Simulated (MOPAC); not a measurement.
Job for MOPAC: AM1 on GeH4SSi (SMILES [SiH3][Ge][SH]), a point of a torsion scan.

```
AM1 1SCF PRECISE CHARGE=0 THREADS=1
GeH4SSi

Si     1.00664475 1    -0.08185950 1     0.01105960 1
Ge    -0.63706033 1     1.71961655 1    -0.29972572 1
S     -2.51236451 1     0.47390393 1     0.18381794 1
H      0.76322061 1    -1.25639965 1    -0.84193288 1
H      2.36490062 1     0.37602092 1    -0.32254428 1
H      1.07213205 1    -0.58405485 1     1.39026762 1
H     -2.64469594 1     0.13703283 1    -1.09329636 1
```

It printed:

```
*******************************************************************************
 **                                                                           **
 **                              MOPAC v23.2.5                                **
 **                                                                           **
 *******************************************************************************
 ** MOPAC's Digital Object Identifier: https://doi.org/10.5281/zenodo.6511958 **
 **                                                                           **
 ** Please cite the open-source release paper for use of this MOPAC version:  **
 ** J. E. Moussa and J. J. P. Stewart (2026)                                  **
 ** MOPAC: An open-source semiempirical molecular orbital program             **
 ** J. Open Source Softw., 11(119), 8025, https://doi.org/10.21105/joss.08025 **
 *******************************************************************************

                              AM1 CALCULATION RESULTS

 *******************************************************************************
 *  AM1        - The AM1 Hamiltonian to be used
 *
 *
 *
 *                 CHARGE ON SYSTEM = 0
 *
 *
 *
 *  PRECISE    - TIGHTER CRITERIA TO BE USED
 *  1SCF       - DO 1 SCF AND THEN STOP
 *  THREADS=1  - MULTI-THREADING NOT USED
 *  T=         - A TIME OF 172800.0 SECONDS REQUESTED
 *  DUMP=N     - RESTART FILE WRITTEN EVERY 7200.0 SECONDS REQUESTED
 *******************************************************************************
AM1 1SCF PRECISE CHARGE=0 THREADS=1
 GeH4SSi

   ATOM   CHEMICAL          X               Y               Z
  NUMBER   SYMBOL      (ANGSTROMS)     (ANGSTROMS)     (ANGSTROMS)

     1      Si          1.00664475  *  -0.08185950  *   0.01105960  *
     2      Ge         -0.63706033  *   1.71961655  *  -0.29972572  *
     3       S         -2.51236451  *   0.47390393  *   0.18381794  *
     4       H          0.76322061  *  -1.25639965  *  -0.84193288  *
     5       H          2.36490062  *   0.37602092  *  -0.32254428  *
     6       H          1.07213205  *  -0.58405485  *   1.39026762  *
     7       H         -2.64469594  *   0.13703283  *  -1.09329636  *



          CARTESIAN COORDINATES

    NO.       ATOM           X           Y           Z

     1        Si          1.0066     -0.0819      0.0111
     2        Ge         -0.6371      1.7196     -0.2997
     3         S         -2.5124      0.4739      0.1838
     4         H          0.7632     -1.2564     -0.8419
     5         H          2.3649      0.3760     -0.3225
     6         H          1.0721     -0.5841      1.3903
     7         H         -2.6447      0.1370     -1.0933

  H: (AM1): M.J.S. DEWAR ET AL, J. AM. CHEM. SOC. 107 3902-3909 (1985)
 Si: (AM1): M.J.S.DEWAR, C. JIE, ORGANOMETALLICS, 6, 1486-1490 (1987).
  S: (AM1): M.J.S. DEWAR, Y-C YUAN, INORGANIC CHEMISTRY, 29, 3881:3890,  (1990)
 Ge: (AM1): M.J.S.Dewar and C.Jie, Organometallics, 8, 1544, (1989)

           Empirical Formula: H4 Si Ge S  =     7 atoms



      MOLECULAR POINT GROUP   :   C1


      RHF CALCULATION, NO. OF DOUBLY OCCUPIED LEVELS = 9


 -------------------------------------------------------------------------------
 AM1 1SCF PRECISE CHARGE=0 THREADS=1
 GeH4SSi



     1SCF WAS SPECIFIED, SO BFGS WAS NOT USED
     SCF FIELD WAS ACHIEVED


                              AM1 CALCULATION
                                                       MOPAC v23.2.5 Linux




          FINAL HEAT OF FORMATION =         63.99876 KCAL/MOL =     267.77082 KJ/MOL


          COSMO AREA              =        138.57 SQUARE ANGSTROMS
          COSMO VOLUME            =        136.25 CUBIC ANGSTROMS

          IONIZATION POTENTIAL    =          8.584294 EV
          HOMO LUMO ENERGIES (EV) =         -8.584 -2.962
          NO. OF FILLED LEVELS    =          9
          MOLECULAR WEIGHT        =        136.7671         POINT GROUP:  C1

          MOLECULAR DIMENSIONS (Angstroms)

            Atom       Atom       Distance
            H     7    H     5     5.07417
           Ge     2    H     4     3.12506
            H     6    H     5     2.05275


          SCF CALCULATIONS        =          1





   ATOM   CHEMICAL          X               Y               Z
  NUMBER   SYMBOL      (ANGSTROMS)     (ANGSTROMS)     (ANGSTROMS)

     1      Si          1.00664475  *  -0.08185950  *   0.01105960  *
     2      Ge         -0.63706033  *   1.71961655  *  -0.29972572  *
     3       S         -2.51236451  *   0.47390393  *   0.18381794  *
     4       H          0.76322061  *  -1.25639965  *  -0.84193288  *
     5       H          2.36490062  *   0.37602092  *  -0.32254428  *
     6       H          1.07213205  *  -0.58405485  *   1.39026762  *
     7       H         -2.64469594  *   0.13703283  *  -1.09329636  *

                             CARTESIAN COORDINATES

   1   Si        1.006644750    -0.081859500     0.011059600
   2   Ge       -0.637060330     1.719616550    -0.299725720
   3    S       -2.512364510     0.473903930     0.183817940
   4    H        0.763220610    -1.256399650    -0.841932880
   5    H        2.364900620     0.376020920    -0.322544280
   6    H        1.072132050    -0.584054850     1.390267620
   7    H       -2.644695940     0.137032830    -1.093296360


           Empirical Formula: H4 Si Ge S  =     7 atoms



      MOLECULAR POINT GROUP   :   C1


                  EIGENVALUES
 -19.31481 -16.33008 -14.09927 -12.81393 -12.73250 -12.38650 -11.07058  -9.84301
  -8.58429  -2.96223  -1.77562  -1.08897   0.94248   1.00444   1.21510   1.80388


              NET ATOMIC CHARGES AND DIPOLE CONTRIBUTIONS

  ATOM NO.   TYPE          CHARGE      No. of ELECS.   s-Pop       p-Pop
    1         Si           0.298006        3.7020     0.89614     2.80585
    2         Ge           0.281791        3.7182     1.23481     2.48340
    3          S          -0.371913        6.3719     1.92217     4.44974
    4          H          -0.099467        1.0995     1.09947
    5          H          -0.104664        1.1047     1.10466
    6          H          -0.093752        1.0938     1.09375
    7          H           0.090000        0.9100     0.91000
 DIPOLE           X         Y         Z       TOTAL
 POINT-CHG.     1.887     2.097    -1.252     3.087
 HYBRID        -0.163    -2.982     0.418     3.015
 SUM            1.724    -0.884    -0.835     2.110


          ATOMIC ORBITAL ELECTRON POPULATIONS

     Atom    s        px        py        pz
    1 Si   0.89614   0.94110   0.94303   0.92172
    2 Ge   1.23481   0.77818   1.48031   0.22491
    3  S   1.92217   1.59631   1.70667   1.14676
    4  H   1.09947
    5  H   1.10466
    6  H   1.09375
    7  H   0.91000

 **********************
 *                    *
 * JOB ENDED NORMALLY *
 *                    *
 **********************




 == MOPAC DONE ==
```

The run finished.

Cost: very roughly 0.07 core-seconds.
